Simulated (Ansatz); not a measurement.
# Relaxing a trial structure of BrGa2H3N2

The starting geometry of this gas-phase singlet was optimised with GFN2-xTB; its bonds are those of `[NH2][Ga]([Br])[NH][Ga]`.

```xyz
8

Br    0.7349   -0.0194    2.6507
Ga   -2.7059    2.2116    1.2097
Ga    0.3707    0.6091    0.4918
N    -1.1899    1.5464    0.1688
N     1.7578    0.2414   -0.6573
H    -1.2056    1.7747   -0.8271
H     2.4108   -0.4967   -0.4192
H     1.6581    0.2788   -1.6643
```

Question: Predict what it relaxes into with PBE0-D3(BJ)/def2-SVP.

Answer: It keeps its bonds, and is `[NH2][Ga]([Br])[NH][Ga]`.

The energy falls by 0.12 eV over 13 steps:

```json
{"step": "1", "E − E(last) (eV)": "0.116"}
{"step": "2", "E − E(last) (eV)": "0.043"}
{"step": "4", "E − E(last) (eV)": "0.012"}
{"step": "5", "E − E(last) (eV)": "0.002"}
{"step": "6", "E − E(last) (eV)": "0.001"}
{"step": "8", "E − E(last) (eV)": "0.000"}
{"step": "9", "E − E(last) (eV)": "0.000"}
{"step": "10", "E − E(last) (eV)": "0.000"}
{"step": "12", "E − E(last) (eV)": "0.000"}
{"step": "13", "E − E(last) (eV)": "0.000"}
```

Final geometry (Å):

```yaml
atoms:
  - { symbol: Br, position_ang: [0.5174, 0.0909, 2.6330] }
  - { symbol: Ga, position_ang: [-2.4185, 2.0061, 1.4356] }
  - { symbol: Ga, position_ang: [0.3464, 0.6486, 0.3949] }
  - { symbol: N, position_ang: [-1.1754, 1.5804, 0.0619] }
  - { symbol: N, position_ang: [1.7022, 0.1308, -0.6693] }
  - { symbol: H, position_ang: [-1.3317, 1.8733, -0.9032] }
  - { symbol: H, position_ang: [2.4684, -0.4344, -0.3265] }
  - { symbol: H, position_ang: [1.7220, 0.2501, -1.6735] }
```

The end wasn't checked by frequencies. Run with Ansatz 0.2.0, 2.4 min on 2 threads of Intel(R) Xeon(R) Processor @ 2.50GHz (Skylake/Cascade Lake), with other jobs on the host.
